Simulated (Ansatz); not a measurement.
Species: C₄H₆OSi, charge 0, multiplicity 1. 
Coordinates optimised at B3LYP-D3(BJ)/def2-TZVP (Ansatz, an electronic-structure program):
```
C
C 1 1.3617
O 2 1.3586 1 111.43
C 3 1.3637 2 106.68 1 0.00
C 4 1.3525 3 110.26 2 0.00
H 4 1.0754 5 133.76 1 180.00
H 2 1.0762 3 115.75 4 -180.00
H 5 1.0773 4 126.12 6 0.00
Si 1 1.8528 2 126.19 7 0.00
H 9 1.4814 1 108.70 2 0.00
H 9 1.4823 10 109.21 1 121.14
H 9 1.4823 10 109.21 11 117.72
```
Charge 0, spin multiplicity 1.

Parts of the frozen-core correlation energy in aug-cc-pV(D+d)Z (Ansatz, hartree). Frozen orbitals: 10; correlated occupied orbitals by spin: 16 and 16; virtual: 175 and 175. Spin-orbit coupling is left out. No relativistic terms.

```csv
term,value
reference (HF),-518.76041
MP2 opposite-spin,-0.62922
MP2 same-spin,(withheld)
CCSD correlation,(withheld)
(T),(withheld)
T1 diagnostic,0.014
largest doubles amplitude,0.031
```

Task: Some entries are withheld; supply them.

Result: 
- MP2 same-spin, value: -0.21324
- CCSD correlation, value: -0.88566
- (T), value: -0.03802
